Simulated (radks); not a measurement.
The numbers below are computed, except where a source is named.
Initial-state core-level shifts of the vanadium ion V+ when its valence configuration changes from [Ar] 3d4. Level of theory: scalar-relativistic Kohn-Sham, PBE, spin-unpolarised, spherical densities, finite nucleus; Fermi nuclear charge, rms radius 3.6002 fm (a radial shooting solver on a logarithmic mesh with Libxc functionals). Shifts are changes of the shell-averaged eigenvalues in eV (positive: less bound); the change of the density at the nucleus, which sets a Mossbauer isomer shift, is in e/bohr^3, on a base of 9941.

[
 {"valence": "3d3 4p1", "1s": "-5.857", "2s": "-6.484", "2p": "-6.421", "3p": "-5.740", "density at nucleus": "+1.0022"},
 {"valence": "3d3.5 4p0.5", "1s": "-2.722", "2s": "-2.996", "2p": "-2.968", "3p": "-2.704", "density at nucleus": "+0.4112"},
 {"valence": "3d3 4s1", "1s": "-4.569", "2s": "-5.252", "2p": "-5.188", "3p": "-4.468", "density at nucleus": "+6.0130"},
 {"valence": "3d3.5 4s0.5", "1s": "-2.084", "2s": "-2.394", "2p": "-2.365", "3p": "-2.070", "density at nucleus": "+2.7566"},
 {"valence": "3d2.5 4s1 4p0.5", "1s": "-8.088", "2s": "-9.188", "2p": "-9.085", "3p": "-7.795", "density at nucleus": "+7.2412"},
 {"valence": "3d1.5 4s1 4p1.5", "1s": "-16.095", "2s": "-18.261", "2p": "-18.064", "3p": "-15.046", "density at nucleus": "+10.3951"},
 {"valence": "3d2 4s1 4p1", "1s": "-11.943", "2s": "-13.539", "2p": "-13.392", "3p": "-11.338", "density at nucleus": "+8.7040"},
 {"valence": "3d0.5 4s2 4p1.5", "1s": "-24.045", "2s": "-27.547", "2p": "-27.247", "3p": "-21.733", "density at nucleus": "+21.7161"},
 {"valence": "3d2 4p2", "1s": "-13.176", "2s": "-14.747", "2p": "-14.597", "3p": "-12.537", "density at nucleus": "+2.7627"}
]
